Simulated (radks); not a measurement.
The numbers below are computed, except where a source is named.
Q: Neutral technetium: order these configurations by energy. Code: a radial shooting solver on a logarithmic mesh with Libxc functionals. Model: scalar-relativistic Kohn-Sham, PBE, spin-polarised, spherical densities, finite nucleus; Fermi nuclear charge, rms radius of each element as measured or else 0.836 A^(1/3) + 0.57 fm. Open shells are filled with parallel spins first. [Kr] 4d4 5s2 5p1; [Kr] 4d5 5s1 5p1; [Kr] 4d5 5s2; [Kr] 4d6 5p1; [Kr] 4d6 5s1; [Kr] 4d7.

A: From the lowest, in eV above it: [Kr] 4d6 5s1 0.000; [Kr] 4d5 5s2 0.002; [Kr] 4d5 5s1 5p1 2.036; [Kr] 4d7 2.110; [Kr] 4d6 5p1 3.552; [Kr] 4d4 5s2 5p1 7.436.
